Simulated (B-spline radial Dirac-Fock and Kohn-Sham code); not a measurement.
# Er¹⁶⁺: eigenvalues, ΔSCF and the reference

System: the Er¹⁶⁺ ion, [Kr] 4d10 4f6.

The density-functional columns are spherical, spin-unpolarised Dirac-Kohn-Sham results without Breit or QED terms: −ε is minus the orbital energy of the initial state and ΔSCF the difference of two total energies. The reference in the last column comes from relaxed Dirac-Fock hole states (ΔSCF) with Breit and QED corrections and a finite nucleus. All numbers are from an atomic code on a B-spline grid, in eV; a selection of levels is shown. For the 1s level of heavy atoms much of the gap between ΔSCF and the reference is the Breit and QED part, -263.4 eV here; for other levels the error of the functional can be larger.

```
level   LDA −ε  LDA ΔSCF  Dirac-Fock
    K  57615.0   58120.9     57870.2
   L1   9983.6   10084.3     10144.6
   L2   9531.5    9657.2      9650.9
   L3   8615.7    8727.9      8744.6
   M1   2524.8    2561.9      2610.8
   M2   2325.7    2364.6      2395.8
   M3   2133.2    2169.9      2202.4
   M4   1790.8    1832.7      1839.6
   M5   1748.7    1789.7      1798.4
   N1    781.8     801.8       825.5
   N2    701.4     721.2       737.5
   N3    655.5     674.6       691.5
   N4    521.8     540.5       544.5
   N5    513.0     531.6       535.8
 N6,7    346.3     364.3       361.5
```

Values without a named source are computed, but for edge energies of neutral atoms, which are taken from tables.
